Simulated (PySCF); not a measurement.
## Trend along the alkali metals: MNa molecules

r²SCAN with double-zeta basis sets in PySCF, for the lowest determinant that a PBE0 search found; no spin–orbit coupling. De refers to high-spin ground-configuration atoms. A positive dipole means M(−)Na(+).

| M | basis | state (unpaired electrons) | Re (Å) | ωe (cm⁻¹) | De (eV) | μ (D) |
| --- | --- | --- | --- | --- | --- | --- |
| Li | jorge-DZP-DKH | singlet (closed shell) | 2.949 | 247 | 0.69 | 0.27 |
| Na | x2c-SVPall | singlet (closed shell) | 3.170 | 156 | 0.65 | n/a |
| K | def2-SVPD | singlet (closed shell) | 3.629 | 119 | 0.54 | -3.04 |
| Rb | def2-SVP | singlet (closed shell) | 3.772 | 102 | 0.49 | -3.49 |
| Cs | def2-SVP | singlet (closed shell) | 3.995 | 92.7 | 0.49 | -4.81 |

The shortest bond is that of NaLi (2.949 Å), the longest that of CsNa (3.995 Å).

The rows differ in basis set, which adds steps of its own.

Down a group the atoms grow and get heavier, so bonds lengthen and wavenumbers fall; this series shows no clear exception.

Closed-shell solutions of metal pairs were not tested for spin polarisation, which can lower them a little. Weak bonds: CsNa, RbNa. Basis-set superposition, not corrected here, can be much of De in a small basis, most of all at correlated wavefunction levels. Functionals without a dispersion term scatter widely for such bonds, and LDA overbinds them. Spin–orbit coupling is left out.
